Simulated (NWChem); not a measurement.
Species: 1,1,1,2-tetrafluoroethane (C₂H₂F₄); SMILES FC(F)(F)CF

```xyz
8

F     -0.1347     1.9478     0.0035
C      0.7450     0.9147    -0.0069
C     -0.0034    -0.4008    -0.0002
F     -0.7636    -0.5272     1.0841
F     -0.7875    -0.5245    -1.0676
F      0.8790    -1.4036    -0.0113
H      1.3896     0.9516     0.8858
H      1.3707     0.9534    -0.9129
```
Atoms are numbered in this order, from 1.

All runs: NWChem. All runs use the structure optimised with PBE0/def2-SVP. Atomic charges in e: unrestrained fits to the electrostatic potential beside Mulliken populations; buried atoms are poorly determined by the fit.

Problem. Predict the results for B3LYP/def2-SVP. Quantities: ESP F1; Mulliken F1; ESP C2; Mulliken C2; ESP C3; Mulliken C3; ESP F4; Mulliken F4; ESP F5; Mulliken F5; relative RMS misfit of the potential (%).

Solution. 
```yaml
ESP F1: -0.23
Mulliken F1: -0.24
ESP C2: 0.13
Mulliken C2: 0.26
ESP C3: 0.75
Mulliken C3: 0.42
ESP F4: -0.24
Mulliken F4: -0.16
ESP F5: -0.24
Mulliken F5: -0.16
relative RMS misfit of the potential (%): 21
```
